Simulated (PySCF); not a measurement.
Constants of SnH⁻, step by step

State: ³Σ⁻, triplet, unpaired electrons π ↑↑. De refers to Sn⁻ + H. ROHF-based CCSD(T) in PySCF 2.14 with Sn aug-cc-pwCVDZ-PP with ECP28, H aug-cc-pVDZ and Sn aug-cc-pwCVTZ-PP with ECP28, H aug-cc-pVTZ (frozen core orbitals: 4; scalar-relativistic core potentials). Correlation energies are extrapolated as n⁻³ (n = 2, 3), Hartree–Fock as (n+1)·exp(−9√n).

```tsv
Level	Re (Å)	ωe (cm⁻¹)	ωexe (cm⁻¹)	αe (cm⁻¹)	De (eV)
CCSD(T)/DZ	1.8130	1504.4	36.0	0.185	2.416
CCSD(T)/TZ	1.8033	1533.5	33.0	0.174	2.549
HF/CBS	1.8043	1586.5	32.9	0.165	1.583
MP2/CBS	1.7803	1612.2	30.4	0.163	2.389
CCSD/CBS	1.7962	1563.3	31.9	0.169	2.565
CCSD(T)/CBS	1.7995	1546.5	32.0	0.171	2.595
```

**Question.** How much is left between CCSD(T)/TZ and the basis-set limit, and how much do the triples give at the limit?

**Answer.** CCSD(T)/CBS less CCSD(T)/TZ: -3.8 mÅ in Re, +13.0 cm⁻¹ in ωe and +0.046 eV in De. CCSD(T)/CBS less CCSD/CBS: +3.3 mÅ in Re, -16.8 cm⁻¹ in ωe and +0.030 eV in De.

The T1 diagnostic is 0.017. The state was picked by a PBE0 search and need not be the measured ground state. Spin–orbit coupling, excitations beyond (T) and corrections to the Born–Oppenheimer picture are left out, and spin–orbit coupling matters for open p, d or f shells this heavy.

The whole job (state search and all basis sets along the bond) took about 8 min on 4 threads of Intel Xeon 6975P-C (shared host), peak memory 8.8 GiB.
